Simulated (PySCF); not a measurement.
Relaxation of quintet HCoS

Computed with UPBE0/[Co def2-TZVP, S def2-TZVP, H def2-TZVP], no relativity, density fitting, PySCF. A (50,194) grid was used.

A hand-made bent start, of Cs symmetry, held to at least that symmetry:

```xyz
3
charge 0 multiplicity 5, angstrom
Co    0.5485    0.0000   -0.4020
S    -1.0652    0.0000    0.7279
H     1.7199    0.0000    0.4182
```

Optimiser trace:
```json
{"step": "0", "E − E(last) (kJ/mol)": "40.09", "largest gradient (Eh/bohr)": "0.03867"}
{"step": "1", "E − E(last) (kJ/mol)": "24.71", "largest gradient (Eh/bohr)": "0.02349"}
{"step": "2", "E − E(last) (kJ/mol)": "11.90", "largest gradient (Eh/bohr)": "0.00918"}
{"step": "3", "E − E(last) (kJ/mol)": "9.18", "largest gradient (Eh/bohr)": "0.01266"}
{"step": "4", "E − E(last) (kJ/mol)": "7.24", "largest gradient (Eh/bohr)": "0.01224"}
{"step": "5", "E − E(last) (kJ/mol)": "4.16", "largest gradient (Eh/bohr)": "0.00941"}
{"step": "6", "E − E(last) (kJ/mol)": "1.41", "largest gradient (Eh/bohr)": "0.00581"}
{"step": "7", "E − E(last) (kJ/mol)": "0.33", "largest gradient (Eh/bohr)": "0.00207"}
{"step": "8", "E − E(last) (kJ/mol)": "0.07", "largest gradient (Eh/bohr)": "0.00091"}
{"step": "9", "E − E(last) (kJ/mol)": "0.01", "largest gradient (Eh/bohr)": "0.00032"}
{"step": "10", "E − E(last) (kJ/mol)": "0.00", "largest gradient (Eh/bohr)": "0.00035"}
{"step": "11", "E − E(last) (kJ/mol)": "0.00", "largest gradient (Eh/bohr)": "0.00024"}
```

It ends at Cs with Co–H 1.584 Å, Co–S 2.081 Å; H–Co–S 159.2°. A frequency run shows a minimum. Other isomers or separated fragments may lie lower.

Final geometry:
Coordinates in bohr (charge 0 multiplicity 5):
```
Co    1.2830    0.0000   -0.3764
S    -2.4996    0.0000    0.6978
H     4.2645    0.0000   -0.1186
```

Other spin states or occupations of the open shell can lie lower. At this level a triplet minimum of Cs symmetry lies 119 kJ/mol below this structure.

The relaxation took roughly 50 core-seconds on a shared host.
